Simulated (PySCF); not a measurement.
**Spinor energies of Fe(21+) (iron, charge +21)**

Start: [He] 2s2 2p1; 2p1/2 filled at m_j = +1/2. Calculated with PySCF 2.14 in an uncontracted even-tempered set (17 s from 5.6 bohr⁻², ratio 2.4; 11 p from 7.3 bohr⁻², ratio 2.4; 5 d from 25 bohr⁻², ratio 2.6; 4 f from 38 bohr⁻², ratio 2.6): generalised Hartree-Fock with the X2C-1e Hamiltonian and a Gaussian nucleus; one run each with spin-orbit coupling (SO) switched off, then screened by Boettger's factors.

```csv
spinor shell,electrons,"ε, spin-free (eV)","ε, screened SO (eV)",weight of nominal j (screened SO),"rms radius, screened SO (bohr)"
1s1/2,2,-8414.5,-8413.4,1.000,0.0669
2s1/2,2,-1848.0,-1847.7,1.000,0.265
2p1/2,1,-1792.0,-1802.2,1.000,0.229
```

```
   quantity   spin-free  screened SO
E (hartree)  -878.19804   -878.57594
        M_J         1/2          1/2
       ⟨J²⟩       1.116        0.750
       ⟨L²⟩       2.001        2.000
       ⟨S²⟩       0.750        0.750
```

Each row is a mean over spinors that exchange with the open shell spreads, by up to 6.529 eV (2s1/2).

Without spin-orbit coupling the j labels of p, d and f shells carry no meaning; the spin-free column gives the mean over the occupied spinors of each nl shell, and its ⟨J²⟩ belongs to a mixture of degenerate components.
